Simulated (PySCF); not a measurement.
**Radial density of Cr⁺ (chromium, charge +1)**

r2SCAN, [Ar] 3d5, high-spin 6S determinant. Calculation: PySCF 2.14, in jorge-DZP-DKH; scalar relativity by spin-free X2C-1e.

```json
{"r (bohr)": "0.000833", "4πr²ρ (e/bohr)": "0.1142", "4πr²(ρα − ρβ)": "0.0000"}
{"r (bohr)": "0.00140", "4πr²ρ (e/bohr)": "0.3007", "4πr²(ρα − ρβ)": "0.0000"}
{"r (bohr)": "0.00236", "4πr²ρ (e/bohr)": "0.7497", "4πr²(ρα − ρβ)": "-0.0001"}
{"r (bohr)": "0.00397", "4πr²ρ (e/bohr)": "1.836", "4πr²(ρα − ρβ)": "-0.0002"}
{"r (bohr)": "0.00667", "4πr²ρ (e/bohr)": "4.318", "4πr²(ρα − ρβ)": "-0.0006"}
{"r (bohr)": "0.0112", "4πr²ρ (e/bohr)": "9.383", "4πr²(ρα − ρβ)": "-0.0012"}
{"r (bohr)": "0.0189", "4πr²ρ (e/bohr)": "17.75", "4πr²(ρα − ρβ)": "-0.0022"}
{"r (bohr)": "0.0317", "4πr²ρ (e/bohr)": "26.62", "4πr²(ρα − ρβ)": "-0.0034"}
{"r (bohr)": "0.0534", "4πr²ρ (e/bohr)": "27.89", "4πr²(ρα − ρβ)": "-0.0057"}
{"r (bohr)": "0.0898", "4πr²ρ (e/bohr)": "22.08", "4πr²(ρα − ρβ)": "-0.0117"}
{"r (bohr)": "0.151", "4πr²ρ (e/bohr)": "27.48", "4πr²(ρα − ρβ)": "0.0228"}
{"r (bohr)": "0.254", "4πr²ρ (e/bohr)": "28.55", "4πr²(ρα − ρβ)": "0.4074"}
{"r (bohr)": "0.427", "4πr²ρ (e/bohr)": "11.56", "4πr²(ρα − ρβ)": "1.6653"}
{"r (bohr)": "0.719", "4πr²ρ (e/bohr)": "13.18", "4πr²(ρα − ρβ)": "3.2875"}
{"r (bohr)": "1.21", "4πr²ρ (e/bohr)": "8.110", "4πr²(ρα − ρβ)": "2.8985"}
{"r (bohr)": "2.03", "4πr²ρ (e/bohr)": "1.546", "4πr²(ρα − ρβ)": "1.1354"}
{"r (bohr)": "3.42", "4πr²ρ (e/bohr)": "0.1967", "4πr²(ρα − ρβ)": "0.1933"}
{"r (bohr)": "5.76", "4πr²ρ (e/bohr)": "0.0004216", "4πr²(ρα − ρβ)": "0.0004"}
```

Densities and radii are taken from the X2C orbitals without a picture-change correction, which distorts them close to the nucleus.

(1) Where is the radial spin density 4πr²(ρα − ρβ) most negative, and why is it negative at all?

Results:

(1) Around r = 0.0898 bohr, down to -0.0117 e/bohr: exchange with the open shell polarises the paired shells in an unrestricted calculation.
